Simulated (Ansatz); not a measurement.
Bonds to the group Y in Y-Sb(OH)2. Isolated molecules, 0 K electronic values unless said otherwise. Each species was relaxed from one start; no search for lower structures was made at this level. In the def2 sets, heavy atoms carry core potentials. Strings in code marks are SMILES.

These are CAM-B3LYP-D3(BJ)/def2-TZVP // B3LYP-D3(BJ)/def2-SVP in Ansatz (a program for electronic structure) values and carry that method's errors. All candidates: neutral, multiplicity 1. 

```json
{
  "HOMO": "-8.15 eV",
  "LUMO": "0.05 eV",
  "HOMO–LUMO gap": "8.20 eV"
}
```

Q: Name which member has these values.
(A) `CCC[CH2][Sb]([OH])[OH]`
(B) `[OH][Sb]([OH])[CH]1CCCC1`
(C) `C=CC[CH2][Sb]([OH])[OH]`
(D) `[OH][Sb]([OH])[CH2]C(F)(F)F`

A: B, `[OH][Sb]([OH])[CH]1CCCC1`. The others give `C=CC[CH2][Sb]([OH])[OH]`: -8.35 eV, 0.04 eV, 8.38 eV; `CCC[CH2][Sb]([OH])[OH]`: -8.37 eV, 0.13 eV, 8.50 eV; `[OH][Sb]([OH])[CH2]C(F)(F)F`: -9.22 eV, -0.18 eV, 9.04 eV
